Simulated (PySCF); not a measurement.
```xyz
4
charge 0 multiplicity 4, angstrom
Ir    0.0000    0.0000    0.0000
S     2.1414    0.0000    0.0000
S    -1.0707    1.8545    0.0000
S    -1.0707   -1.8545    0.0000
```

Level of theory: UB3LYP in PySCF with Ir def2-SVP with ECP60, S def2-SVP; scalar-relativistic core potentials, no spin–orbit coupling; density-fitted integrals.

This geometry of IrS3 is a stationary point at this level.

Problem. What is the point group?

Solution. D3h.

Problem. Is it a minimum?

Solution. Yes: all harmonic wavenumbers are real.

Problem. Give the atomic charges and bond orders.

Solution. 
```
  atom  Mulliken  Löwdin  polar tensor  spin (Mulliken)  Mayer order to Ir1
   Ir1      0.10   -0.83         -0.47             0.58                   –
S2,3,4     -0.03    0.28          0.16             0.81                1.56
```
Other Mayer orders above 0.3: S–S 0.37 (×3).

Problem. What is the atomisation energy, with and without zero-point energy?

Solution. 1019 kJ/mol without, 1010 kJ/mol with.

This need not be the most stable arrangement of these atoms. Other spin states or occupations of the open shell can lie lower. At this level a doublet minimum of C2v symmetry lies 79 kJ/mol below this structure. With an element this heavy the missing spin–orbit coupling can shift these numbers.
